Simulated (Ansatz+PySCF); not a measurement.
The numbers below are computed, except where a source is named.
## Several solutions for singlet CH3I

```yaml
atoms:
  - { symbol: C, position_ang: [0.0314, -0.0365, -1.8278] }
  - { symbol: I, position_ang: [0.0177, 0.0257, 0.3662] }
  - { symbol: H, position_ang: [0.0032, -1.0842, -2.1782] }
  - { symbol: H, position_ang: [-0.8766, 0.5444, -2.1158] }
  - { symbol: H, position_ang: [0.9017, 0.5638, -2.1775] }
```

Basis set: def2-SVP (spherical functions, with the set's core potentials past Kr). Charge 0, multiplicity 1.

CASSCF(2,2) was run from several starts with Ansatz (development build ahead of 0.2.0) and PySCF 2.14.0. The starts are those of the Hartree–Fock orbitals from which the active space was taken at the frontier.

| run | program | start | converged | energy (hartree) | <S²> |
| --- | --- | --- | --- | --- | --- |
| A | Ansatz | stability test followed | yes | -336.23563 | 0.00 |
| B | Ansatz | atomic start, no search | yes | -336.23563 | 0.00 |
| C | PySCF | program defaults | yes | -336.23563 | 0.00 |
| D | Ansatz | search for the lowest state | yes | -336.24951 | 0.00 |

Which runs reached the lowest solution of this kind, and what is wrong with the others?

D reached the lowest solution found. Converged but too high: A by 0.38 eV, B by 0.38 eV, C by 0.38 eV. Convergence only shows a stationary point; in CASSCF the end hangs on which orbitals enter the active space. Caution: other starts end on other solutions of this active space.
